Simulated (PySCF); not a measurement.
H₆NSi₂, SMILES [SiH2]N[SiH3] (connectivity only; charge and spin as stated), charge +1, multiplicity 1.

Geometry: TPSSh-D3(BJ)/def2-SVP. The multiplicity is an assumed one; other spin states were not compared. The isomer is the one that the SMILES or the coordinates give; other isomers of the formula were not compared.

Two levels are set side by side: TDA-PBE/def2-SVPD (PySCF) and TDA-CAM-B3LYP/def2-SVPD (PySCF). Vertical, same geometry. The lowest singlet is HOMO→LUMO 86 % with PBE and HOMO→LUMO 96 % with the other functional; states are paired by order. Differences are taken from unrounded values.

| quantity | TDA-CAM-B3LYP |
|---|---|
| lowest singlet excitation (eV) | 5.97 |
| lowest triplet excitation (TDA) (eV) | 4.23 |
| first bright state (f over 0.05) (eV) | 5.97 |
| its oscillator strength | 0.20 |

Question: What does TDA-PBE give, and how far is it from TDA-CAM-B3LYP? (Estimate from the structure and the level; the computed values follow.)

Answer: 
```tsv
quantity	TDA-PBE	TDA-PBE minus TDA-CAM-B3LYP
lowest singlet excitation (eV)	4.41	-1.56
lowest triplet excitation (TDA) (eV)	3.48	-0.75
first bright state (f over 0.05) (eV)	4.41	-1.56
its oscillator strength	0.10	-0.10
```

Functionals without exact exchange tend to place singlet excitations lower, as here. Differences between two approximate levels are no errors against the true value.

Rough cost on one machine, each run with all the roots and properties that it gave: TDA-CAM-B3LYP against TDA-PBE about 2 times.
